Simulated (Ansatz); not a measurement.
CrF3, 4 atoms. Hardware: 4 threads of Arm Neoverse V1 on a shared host.

Correlated methods freeze 8 core orbitals; core or outer-core shells of Cr are correlated, in sets that lack core-valence functions.

(1) How many basis functions does each of these Ansatz runs have, and roughly what does it cost? PBE0-D4/def2-TZVPD, charge 0 quartet, energy, from earlier orbitals; B3LYP-D4/def2-TZVP, charge 0 quartet, energy, from earlier orbitals; r2SCAN-D4/def2-TZVPD, charge 0 quartet, energy, from earlier orbitals; HSE06-D4/def2-TZVP, charge 0 doublet, energy, from earlier orbitals; PBE-D4/def2-SVP, charge 0 quartet, energy, from earlier orbitals; PBE-D4/def2-TZVP, charge 1 triplet at the geometry of the charge 0 quartet, energy, from earlier orbitals; r2SCAN-D4/def2-TZVPD, charge -1 triplet at the geometry of the charge 0 quartet, energy, from earlier orbitals; PBE0-D4/def2-TZVP, charge 1 triplet at the geometry of the charge 0 quartet, energy, from earlier orbitals; B2PLYP/def2-TZVP, charge 0 doublet, energy, from earlier orbitals; B3LYP-D4/def2-TZVP, charge 0 doublet, energy, from earlier orbitals; r2SCAN-D4/def2-TZVP, charge 1 triplet at the geometry of the charge 0 quartet, energy, from earlier orbitals; MP2/def2-TZVP, charge 0 quartet, energy, from earlier orbitals.

Results:

(1) Other jobs shared the machine, so times can vary by a factor of up to 3. A dash marks memory too small to be measured apart from the calling script's.

| run | functions | fitting or Cholesky vectors | wall time | peak host memory (GiB) |
| --- | --- | --- | --- | --- |
| PBE-D4/def2-SVP, charge 0 quartet, energy, from earlier orbitals | 73 | 841 | 1 s | – |
| MP2/def2-TZVP, charge 0 quartet, energy, from earlier orbitals | 138 | 1042 | 2 s | – |
| B3LYP-D4/def2-TZVP, charge 0 quartet, energy, from earlier orbitals | 138 | 954 | 2.6 s | – |
| PBE0-D4/def2-TZVPD, charge 0 quartet, energy, from earlier orbitals | 168 | 1087 | 3.5 s | – |
| r2SCAN-D4/def2-TZVPD, charge 0 quartet, energy, from earlier orbitals | 168 | 1033 | 4.6 s | – |
| PBE0-D4/def2-TZVP, charge 1 triplet at the geometry of the charge 0 quartet, energy, from earlier orbitals | 138 | 957 | 5.5 s | – |
| B3LYP-D4/def2-TZVP, charge 0 doublet, energy, from earlier orbitals | 138 | 954 | 6 s | – |
| HSE06-D4/def2-TZVP, charge 0 doublet, energy, from earlier orbitals | 138 | 957 | 6 s | – |
| B2PLYP/def2-TZVP, charge 0 doublet, energy, from earlier orbitals | 138 | 1042 | 7 s | – |
| PBE-D4/def2-TZVP, charge 1 triplet at the geometry of the charge 0 quartet, energy, from earlier orbitals | 138 | 897 | 11 s | – |
| r2SCAN-D4/def2-TZVP, charge 1 triplet at the geometry of the charge 0 quartet, energy, from earlier orbitals | 138 | 897 | 13 s | – |
| r2SCAN-D4/def2-TZVPD, charge -1 triplet at the geometry of the charge 0 quartet, energy, from earlier orbitals | 168 | 1033 | 20 s | – |
